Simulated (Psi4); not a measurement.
SnHCl3 (SMILES [Cl][SnH]([Cl])[Cl]): the HOMO–LUMO gap, rung by rung

The species is SnHCl3 (5 atoms), meant as a singlet with charge 0. SMILES: `[Cl][SnH]([Cl])[Cl]`. The shape was relaxed beforehand at PBE0/def2-TZVP.

Each level gives the HOMO–LUMO gap (eV). The values are calculated.

```csv
level,kind,program,value (eV),CPU time
"PBE-D4/def2-TZVPP (density fitting, core potential)",GGA,Psi4,4.79,55 s
"r2SCAN-D4/def2-TZVPP (density fitting, core potential)",meta-GGA,Psi4,5.37,2.5 min
"B3LYP-D4/def2-TZVPP (density fitting, core potential)",global hybrid,Psi4,6.54,53 s
"PBE0-D4/def2-TZVPP (density fitting, core potential)",global hybrid,Psi4,7.15,49 s
"wB97M-V/def2-TZVPP (density fitting, core potential)",range-separated hybrid,Psi4,11.48,2.6 min
```

The values span 4.79 to 11.48 eV. Orbital gaps aren't excitation energies; they tend to grow with the share of exact exchange. CPU times are rough (shared hosts, several kinds of processor): they show what a rung costs within a factor of a few.
